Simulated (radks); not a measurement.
Values are calculated unless marked as measured or tabulated.
Q: Excited configurations of Tl: one electron is placed in a higher orbital outside [Hg]. The ground configuration is [Hg] 6p1. Code: a radial shooting solver on a logarithmic mesh with Libxc functionals. Model: scalar-relativistic Kohn-Sham, PBEsol, spin-polarised, spherical densities, finite nucleus; open shells are filled with parallel spins first (spin-orbit coupling, left out, can overturn this in heavy ions); Fermi nuclear charge, rms radius 5.4759 fm. Excitation = E - E(ground); binding = E(ion) - E, where the ion is the core of charge +1; n* = 1/sqrt(2 binding) in atomic units, and the quantum defect is n - n*.

outer orbital  excitation (eV)  binding (eV)     n*  quantum defect  eigenvalue (eV)  <r> (bohr)
5f                       4.371         0.946  3.792           1.208           -0.467       16.90
6d                       3.649         1.668  2.856           3.144           -0.780       9.714
6f                       4.662         0.655  4.556           1.444           -0.390       28.69
7s                       2.388         2.929  2.155           4.845           -1.786       7.423
7p                       3.319         1.999  2.609           4.391           -1.164       10.09
7f                       4.841         0.477  5.343           1.657           -0.306       42.93

Estimate the row for 7d.

A: excitation (eV) 4.267; binding (eV) 1.050; n* 3.599; quantum defect 3.401; eigenvalue (eV) -0.595; <r> (bohr) 18.54. The Delta-SCF ionisation energy is 5.317 eV (NIST Atomic Spectra Database: 6.108 eV, measured). Self-interaction in the functional shifts the binding energies and quantum defects, so they are the method's values and not measured ones. Open shells are spherical and high-spin; term and fine-structure splittings are not resolved. Spin-orbit splitting is averaged out at the scalar-relativistic level.
